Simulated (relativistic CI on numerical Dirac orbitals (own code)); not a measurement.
**Crystal-field levels of Mo2+, 4d4**

Calculated by Dirac-Coulomb-Breit CI, orbitals from a KLI potential per configuration, model QED, valence Slater integrals scaled by 0.75, one configuration in a parametric crystal field (own radial code).

Field parameters in Wybourne normalisation: Oh B⁴₀ = 21Dq, B⁴₄ = √(5/14) B⁴₀. The field is a parameter set, without covalency.

S is read from ⟨S²⟩ = S(S + 1).

Site symmetry Oh; labels are those of the double group. Computed levels in cm⁻¹ above the lowest, in rising order:

```
Δ (size of 10Dq)  Lowest   No. 2   No. 3    No. 4    No. 5    No. 6     No. 7     No. 8
            4700      A1   83 T1   161 E   213 T2   266 A2  4624 T2   4650 T1   4684 A1
            8500      A1   90 T1   172 E   224 T2   277 A2  4629 A1   4964 T1   5317 T2
           12250      A1  245 T1   464 E   568 T2   688 A2  1958 A1   2124 T1   2332 T2
           16000      A1  436 T1  1039 E  1097 T2  3211 A2  3285 T2    3357 E   3394 T1
           19800      A1  415 T1  1013 E  1024 T2  6753 A2  6775 T2    6799 E   6821 T1
           23550      A1  403 T1   998 E  1000 T2  7490 T2   8264 E  10370 A2  10383 T2
           27350      A1  395 T1  988 T2    991 E  7571 T2   8308 E  14077 A2  14085 T2
           31100      A1  389 T1  982 T2    986 E  7643 T2   8342 E  16795 A1  17757 A2
           34850      A1  385 T1  978 T2    982 E  7706 T2   8369 E  17154 A1  21452 A2
           38650      A1  382 T1  974 T2    980 E  7762 T2   8391 E  17454 A1  25205 A2
           42400      A1  380 T1  972 T2    977 E  7811 T2   8408 E  17701 A1  28917 A2
```

Ground-state S against |10Dq| in cm⁻¹: 4700: 1.99, 8500: 1.96, 12250: 1.73, 16000: 1.09, 19800: 1.02, 23550: 1.01, 27350: 1.00, 31100: 1.00, 34850: 1.00, 38650: 1.00, 42400: 1.00.

The spin changes between |10Dq| = 12250 and 16000 cm⁻¹.
